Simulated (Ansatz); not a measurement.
BSiH$_{3}$Se (SMILES [SiH2]=B[SeH]), closed shell: a relaxation.

The input file, in.yaml:

```yaml
crystal:
  periodic: [false, false, false]
  atoms:
    - {symbol: Si, position_ang: [0.123265, -0.258805, -1.273906]}
    - {symbol: B, position_ang: [-0.171351, 0.231336, 0.268233]}
    - {symbol: Se, position_ang: [-0.182462, -0.236660, 2.271419]}
    - {symbol: H, position_ang: [-0.805057, -0.724873, -2.216626]}
    - {symbol: H, position_ang: [1.301026, 0.034544, -2.135071]}
    - {symbol: H, position_ang: [-0.420492, 1.174485, 2.969947]}
basis:
  gaussian: {orbitals: def2-SVP}
hamiltonian: {xc: {name: CAM-B3LYP}, dispersion: d4}
relax: {f_tol: 0.2, max_steps: 30, max_displacement: 0.2}
```

Command:

```bash
ansatz run in.yaml --threads 1 --pin off --events-out ev --progress --plain --max-ram 4352MiB
```

What Ansatz 0.2.0 printed:

```
Functional definition: CAM-B3LYP
  name "CAM-B3LYP"
  cite "Yanai, Tew & Handy, Chem. Phys. Lett. 393, 51 (2004) doi:10.1016/j.cplett.2004.06.011"
  cite "Iikura, Tsuneda, Yanai & Hirao, J. Chem. Phys. 115, 3540 (2001) doi:10.1063/1.1383587"
  cite "Becke, Phys. Rev. A 38, 3098 (1988) doi:10.1103/PhysRevA.38.3098"
  cite "Lee, Yang & Parr, Phys. Rev. B 37, 785 (1988) doi:10.1103/PhysRevB.37.785"
  cite "Vosko, Wilk & Nusair, Can. J. Phys. 58, 1200 (1980) doi:10.1139/p80-159"
  parameter alpha = 0.19
  parameter beta = 0.46
  parameter omega = 0.33/bohr
  parameter ac = 0.81
  # Exact exchange under (alpha + beta erf(omega r))/r, Becke's under what is left of 1/r.
  exchange = (1 - alpha - beta)*b88_x + beta*b88_x_sr(omega) + alpha*exact_x + beta*exact_x_lr(omega)
  correlation = (1 - ac)*vwn5_c + ac*lyp_c
828 factors; integrals over basis functions are off by at most 3.8e-4 eV
278 factors; integrals over basis functions are off by at most 1.7e-6 eV
mean field evaluation 1: about -73939.8896 eV, gradient 1.6e1 eV
mean field evaluation 2: about -73940.0126 eV, gradient 1.5e1 eV
mean field evaluation 4: about -73940.7471 eV, gradient 7.8e-1 eV
mean field evaluation 8: about -73940.7561 eV, gradient 2.7e-2 eV
mean field evaluation 16: about -73940.7561 eV, gradient 5.6e-5 eV
mean field -73940.75610137 eV, -2717.2726678806 hartree, gradient 1.9e-5 eV, S^2 0.000000; 0 other end points of the search recorded, 0 dependent functions left out
the calculation of the forces begins
reference -73940.75621059 eV, -2717.2726718945 hartree; 28, 28 occupied and 51, 51 virtual orbitals, 828 factors
relax step   1: F+E_penalty+E_count = -73940.88291273 eV  Δ(F+E_penalty+E_count) = +0.000e0 eV  max|allowed force component| = 9.546e0 eV/Å  Δτ_max = 0.0000 Å  (30 SCF iters, accepted)
relax step   2: F+E_penalty+E_count = -73942.04211960 eV  Δ(F+E_penalty+E_count) = -1.159e0 eV  max|allowed force component| = 2.605e0 eV/Å  Δτ_max = 0.1949 Å  (35 SCF iters, accepted)
relax step   3: F+E_penalty+E_count = -73942.17393301 eV  Δ(F+E_penalty+E_count) = -1.318e-1 eV  max|allowed force component| = 2.984e-1 eV/Å  Δτ_max = 0.1202 Å  (34 SCF iters, accepted)
relax step   4: F+E_penalty+E_count = -73942.13695688 eV  Δ(F+E_penalty+E_count) = +3.698e-2 eV  max|allowed force component| = 2.580e-1 eV/Å  Δτ_max = 0.1998 Å  (35 SCF iters, rejected (line search))
relax step   5: F+E_penalty+E_count = -73942.18947944 eV  Δ(F+E_penalty+E_count) = -1.555e-2 eV  max|allowed force component| = 2.784e-1 eV/Å  Δτ_max = 0.0967 Å  (33 SCF iters, accepted)
relax step   6: F+E_penalty+E_count = -73942.19520567 eV  Δ(F+E_penalty+E_count) = -5.726e-3 eV  max|allowed force component| = 1.401e-1 eV/Å  Δτ_max = 0.0555 Å  (29 SCF iters, accepted)
Total energy: -73942.19531443 eV, -2717.3255579852 hartree
Atom 0 at     0.148690    -0.278385    -1.327059 Å, force    -0.068735     0.061517     0.140120 eV/Å
Atom 1 at    -0.024004    -0.051434     0.472930 Å, force     0.041717    -0.035849    -0.118932 eV/Å
Atom 2 at    -0.081080    -0.174281     2.322861 Å, force    -0.028739     0.006691    -0.010800 eV/Å
Atom 3 at    -1.021789    -0.595787    -2.176209 Å, force     0.025940    -0.019792     0.011289 eV/Å
Atom 4 at     1.373319     0.126843    -2.050714 Å, force     0.005365    -0.000108     0.008520 eV/Å
Atom 5 at    -0.550206     1.193071     2.642187 Å, force     0.024453    -0.012461    -0.030197 eV/Å
Dipole moment:    -0.041072     0.103466     0.163084 e Å

[the SCF lines of later steps are left out]
```

The lines “mean field evaluation” count trial sets of orbitals through the whole run, from several starts and some on an approximate energy, so they need not fall steadily or lie above the final value.

Hardware: 1 CPU thread, shared host. Wall time about 17 s.
